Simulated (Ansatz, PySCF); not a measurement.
BrCs. Atoms are numbered in the order given.

```xyz
2

Cs     0.0000     0.0000    -1.2229
Br     0.0000     0.0000     1.9217
```

Geometry optimised at B3LYP-D3(BJ)/def2-TZVPD. The def2 effective core potentials stand for the cores of Cs; spin–orbit coupling is left out.

Vertical ionisation energy (IE) and electron affinity (EA) in eV. Rows of orbital energies are one-electron estimates. Where ΔSCF, EOM or ADC give a negative EA the extra electron is unbound and the value depends on the basis.

```
level                                                                      IE    EA
-----------------------------------------------------------------------  ----  ----
−ε(HOMO), −ε(LUMO), HF/def2-TZVPD (PySCF)                                8.34  0.27
−ε(HOMO), −ε(LUMO), r2SCAN/def2-TZVPD (PySCF)                            4.76  1.00
−ε(HOMO), −ε(LUMO), PBE/def2-TZVPD (PySCF)                               4.57  1.70
ΔSCF, ωB97X-V/def2-TZVPD (Ansatz), final states of multiplicity 2 and 2  8.02  0.40
ΔSCF, PBE/def2-TZVPD (Ansatz), final states of multiplicity 2 and 2      8.11  0.55
```

### Question
What vertical singlet–triplet gap does ΔSCF give with ωB97X-V/def2-TZVPD (Ansatz, a first-principles code) and with PBE/def2-TZVPD (Ansatz)? (An estimate is asked for; the answer gives what the named calculation found.)

### Answer
4.59 and 4.37 eV (triplet above singlet where positive).
